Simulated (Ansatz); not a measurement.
The cluster K₃O⁺, relaxed as a quintet with UKS r2SCAN-D4/def2-TZVP in Ansatz, starting from the r2SCAN-D4/def2-TZVP geometry of the charge +1 singlet. Force threshold 0.02 eV/Å.

At r2SCAN-D4/def2-TZVP a singlet of charge 1 lies 6.22 eV below the quintet, each at its own geometry. The structure comes from a short search, and lower isomers may exist.

Start:

```
atom   x (Å)   y (Å)   z (Å)
  K1  -0.585   2.276  -0.221
  K2   1.504  -0.986  -1.529
  K3  -0.921  -1.291   1.749
  O4   0.001   0.000   0.001
```

```tsv
step	energy (eV)	largest force component (eV/Å)	SCF passes
1	-51007.0893	1.846	107
2	-51007.9005	0.969	59
3	-51008.2927	0.632	48
4	-51008.5166	0.444	52
5	-51008.6623	0.353	56
6	-51008.7755	0.297	61
7	-51008.8622	0.197	81
8	-51008.9653	0.213	61
9	-51009.0258	0.102	41
10	-51009.0761	0.100	39
11	-51009.1287	0.096	38
12	-51009.1845	0.094	38
13	-51009.2440	0.092	35
14	-51009.3072	0.086	69
15	-51009.3627	0.078	61
16	-51009.4084	0.066	68
17	-51009.4473	0.058	32
18	-51009.4767	0.048	35
19	-51009.5017	0.037	34
20	-51009.5197	0.027	37
21	-51009.5346	0.018	37
22	-51009.5460	0.017	38
23	-51009.5541	0.019	27
24	-51009.5591	0.030	39
25	-51009.5607	0.029	35
26	-51009.5623	0.034	28
27	-51009.5634	0.028	39
28	-51009.5640	0.029	32
29	-51009.5665	0.016	47
```

Force components are those of the run's own axes.

End:

```
atom   x (Å)   y (Å)   z (Å)
  K1  -0.234   0.680  -0.087
  K2   2.680   1.532  -4.284
  K3  -3.377   0.490   4.026
  O4   0.931  -2.702   0.344
```

Bonds lost: K1–O4, K2–O4, K3–O4 (atoms count from 1). Metal–metal contacts that move far: K2–K3 4.09 to 10.34 Å, K1–K2 4.09 to 5.18 Å, K1–K3 4.09 to 5.18 Å.

The force fell under the threshold at step 21, but the optimiser went on and released 0.032 eV more. No frequencies were taken in this run, so the end may be a saddle point.

Run time 6.3 min (4 threads of Arm Neoverse V1 on a shared host).
